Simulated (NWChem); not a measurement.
# HTeSF; SMILES [Te](S)F

```xyz
4

Te     0.2779     0.4294     0.0018
F     -1.5310     1.2291    -0.0436
S     -0.2121    -1.9120    -0.0582
H     -0.3650    -2.1236     1.2855
```
Atoms are numbered in this order, from 1.

Computed with NWChem. All runs use the structure optimised with PBE-D3(BJ)/def2-SVP. def2 effective core potentials on Te; no spin-orbit coupling. Static field.

Question: Order these by “isotropic polarisability (bohr³)”, lowest first: LC-BLYP (range parameter 0.33 per bohr)/def2-SVPD; B3LYP/def2-SVPD; PBE/def2-SVPD; Hartree-Fock/def2-SVPD.

Answer: Hartree-Fock/def2-SVPD (60.6), LC-BLYP (range parameter 0.33 per bohr)/def2-SVPD (63.3), B3LYP/def2-SVPD (64.4), PBE/def2-SVPD (66.1)
